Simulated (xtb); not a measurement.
xtb input (GFN2-xTB):

```bash
xtb mol.xyz --gfn 2 --sp --chrg 1 --uhf 0
```
mol.xyz:
```
3

Bi     0.28230581    -0.01155045     0.34260263
Cl     0.69099065     0.32528590    -1.96358521
Cl    -2.06930726    -0.26889250     0.29087824
```

Output:

```
           -------------------------------------------------
          |                Calculation Setup                |
           -------------------------------------------------

           -------------------------------------------------
          |                 G F N 2 - x T B                 |
           -------------------------------------------------

        Reference                      10.1021/acs.jctc.8b01176
      * Hamiltonian:
        H0-scaling (s, p, d)           1.850000    2.230000    2.230000
        zeta-weighting                 0.500000
      * Dispersion:
        s8                             2.700000
        a1                             0.520000
        a2                             5.000000
        s9                             5.000000
      * Repulsion:
        kExp                           1.500000    1.000000
        rExp                           1.000000
      * Coulomb:
        alpha                          2.000000
        third order                    shell-resolved
        anisotropic                    true
        a3                             3.000000
        a5                             4.000000
        cn-shift                       1.200000
        cn-exp                         4.000000
        max-rad                        5.000000

          ...................................................
          :                      SETUP                      :
          :.................................................:
          :  # basis functions                  24          :
          :  # atomic orbitals                  22          :
          :  # shells                            8          :
          :  # electrons                        18          :
          :  max. iterations                   250          :
          :  Hamiltonian                  GFN2-xTB          :
          :  restarted?                      false          :
          :  GBSA solvation                  false          :
          :  PC potential                    false          :
          :  electronic temp.          300.0000000     K    :
          :  accuracy                    1.0000000          :
          :  -> integral cutoff          0.2500000E+02      :
          :  -> integral neglect         0.1000000E-07      :
          :  -> SCF convergence          0.1000000E-05 Eh   :
          :  -> wf. convergence          0.1000000E-03 e    :
          :  Broyden damping             0.4000000          :
          :  net charge                          1          :
          :  unpaired electrons                  0          :
          ...................................................

 iter      E             dE          RMSdq      gap      omega  full diag
   1    -10.6083961 -0.106084E+02  0.156E+01    0.75       0.0  T
   2    -10.9136124 -0.305216E+00  0.189E+01    4.27       1.0  T
   3    -11.0198955 -0.106283E+00  0.133E+01    2.65       1.0  T
   4    -11.0219668 -0.207127E-02  0.128E+01    2.61       1.0  T
   5    -11.0499294 -0.279626E-01  0.587E+00    1.48       1.0  T
   6    -11.0532289 -0.329952E-02  0.153E+00    1.73       1.0  T
   7    -11.0528069  0.422059E-03  0.199E+00    1.80       1.0  T
   8    -11.0530226 -0.215735E-03  0.105E+00    1.65       1.0  T
   9    -11.0533387 -0.316120E-03  0.536E-02    1.71       1.1  T
  10    -11.0533352  0.355601E-05  0.334E-01    1.70       1.0  T
  11    -11.0533393 -0.416888E-05  0.809E-02    1.71       1.0  T
  12    -11.0533406 -0.125579E-05  0.243E-02    1.71       2.4  T
  13    -11.0533406 -0.279595E-07  0.759E-03    1.71       7.6  T
  14    -11.0533406 -0.298543E-08  0.806E-03    1.71       7.2  T
  15    -11.0533406 -0.543779E-08  0.103E-03    1.71      56.2  T
  16    -11.0533406 -0.188830E-09  0.422E-04    1.71     136.7  T
  17    -11.0533406 -0.878764E-11  0.955E-05    1.71     604.5  T

   *** convergence criteria satisfied after 17 iterations ***

         #    Occupation            Energy/Eh            Energy/eV
      -------------------------------------------------------------
         1        2.0000           -1.3642544             -37.1233
       ...           ...                  ...                  ...
         3        2.0000           -1.2348954             -33.6032
         4        2.0000           -0.7035913             -19.1457
         5        2.0000           -0.6863790             -18.6773
         6        2.0000           -0.6788548             -18.4726
         7        2.0000           -0.6505975             -17.7037
         8        2.0000           -0.6469981             -17.6057
         9        2.0000           -0.6447137             -17.5436 (HOMO)
        10                         -0.5817433             -15.8300 (LUMO)
        11                         -0.4046263             -11.0104
        12                         -0.3860033             -10.5037
        13                         -0.2033540              -5.5335
        14                         -0.2026902              -5.5155
       ...                                ...                  ...
        22                         -0.1621150              -4.4114
      -------------------------------------------------------------
                  HL-Gap            0.0629704 Eh            1.7135 eV
             Fermi-level           -0.6132285 Eh          -16.6868 eV

 SCC (total)                   0 d,  0 h,  0 min,  0.005 sec
 SCC setup                      ...        0 min,  0.000 sec (  1.563%)
 Dispersion                     ...        0 min,  0.000 sec (  0.409%)
 classical contributions        ...        0 min,  0.000 sec (  0.276%)
 integral evaluation            ...        0 min,  0.001 sec ( 15.481%)
 iterations                     ...        0 min,  0.003 sec ( 60.713%)
 molecular gradient             ...        0 min,  0.001 sec ( 19.648%)
 printout                       ...        0 min,  0.000 sec (  1.655%)

         :::::::::::::::::::::::::::::::::::::::::::::::::::::
         ::                     SUMMARY                     ::
         :::::::::::::::::::::::::::::::::::::::::::::::::::::
         :: total energy             -11.049956985412 Eh    ::
         :: gradient norm              0.021461521582 Eh/a0 ::
         :: HOMO-LUMO gap              1.713512008047 eV    ::
         ::.................................................::
         :: SCC energy               -11.053340578263 Eh    ::
         :: -> isotropic ES            0.172997898760 Eh    ::
         :: -> anisotropic ES         -0.001107957783 Eh    ::
         :: -> anisotropic XC          0.000371971992 Eh    ::
         :: -> dispersion             -0.002428115935 Eh    ::
         :: repulsion energy           0.003383592850 Eh    ::
         :: add. restraining           0.000000000000 Eh    ::
         :: total charge               1.000000000000 e     ::
         :::::::::::::::::::::::::::::::::::::::::::::::::::::

           -------------------------------------------------
          |                Property Printout                |
           -------------------------------------------------

    * Orbital Energies and Occupations

         #    Occupation            Energy/Eh            Energy/eV
      -------------------------------------------------------------
         1        2.0000           -1.3642544             -37.1233
         2        2.0000           -1.2549467             -34.1488
         3        2.0000           -1.2348954             -33.6032
         4        2.0000           -0.7035913             -19.1457
         5        2.0000           -0.6863790             -18.6773
         6        2.0000           -0.6788548             -18.4726
         7        2.0000           -0.6505975             -17.7037
Note: The following floating-point exceptions are signalling: IEEE_UNDERFLOW_FLAG IEEE_DENORMAL
normal termination of xtb
         8        2.0000           -0.6469981             -17.6057
         9        2.0000           -0.6447137             -17.5436 (HOMO)
        10                         -0.5817433             -15.8300 (LUMO)
        11                         -0.4046263             -11.0104
        12                         -0.3860033             -10.5037
        13                         -0.2033540              -5.5335
        14                         -0.2026902              -5.5155
        15                         -0.2002312              -5.4486
        16                         -0.1994636              -5.4277
        17                         -0.1994360              -5.4269
        18                         -0.1994003              -5.4260
        19                         -0.1993673              -5.4251
        20                         -0.1982747              -5.3953
       ...                                ...                  ...
        22                         -0.1621150              -4.4114
      -------------------------------------------------------------
                  HL-Gap            0.0629704 Eh            1.7135 eV
             Fermi-level           -0.6132285 Eh          -16.6868 eV

     #   Z          covCN         q      C6AA      α(0)
     1  83 Bi       1.637     0.994   463.985    42.450
     2  17 Cl       0.819     0.003    99.026    15.223
     3  17 Cl       0.819     0.003    99.026    15.223

 Mol. C6AA /au·bohr⁶  :       1698.486917
 Mol. C8AA /au·bohr⁸  :     144151.894743
 Mol. α(0) /au        :         72.896372

Wiberg/Mayer (AO) data.
largest (>0.10) Wiberg bond orders for each atom

 ---------------------------------------------------------------------------
     #   Z sym  total        # sym  WBO       # sym  WBO       # sym  WBO
 ---------------------------------------------------------------------------
     1  83 Bi   2.652 --     2 Cl   1.326     3 Cl   1.326
     2  17 Cl   1.503 --     1 Bi   1.326     3 Cl   0.177
     3  17 Cl   1.503 --     1 Bi   1.326     2 Cl   0.177
 ---------------------------------------------------------------------------

Topologies differ in total number of bonds
Writing topology from bond orders to xtbtopo.mol

molecular dipole:
                 x           y           z       tot (Debye)
 q only:        0.523      -0.021       0.635
   full:        0.552      -0.023       0.671       2.209
molecular quadrupole (traceless):
                xx          xy          yy          xz          yz          zz
 q only:        0.101      -0.006      -0.391       0.486      -0.032       0.290
  q+dip:        0.688       0.197      -1.539       0.464      -0.256       0.852
   full:        0.338       0.102      -0.730       0.163      -0.127       0.393

           -------------------------------------------------
          | TOTAL ENERGY              -11.049956985412 Eh   |
          | GRADIENT NORM               0.021461521582 Eh/α |
          | HOMO-LUMO GAP               1.713512008047 eV   |
           -------------------------------------------------

------------------------------------------------------------------------
------------------------------------------------------------------------
 total:
 SCF:
```

It need not be the lowest isomer of its formula.
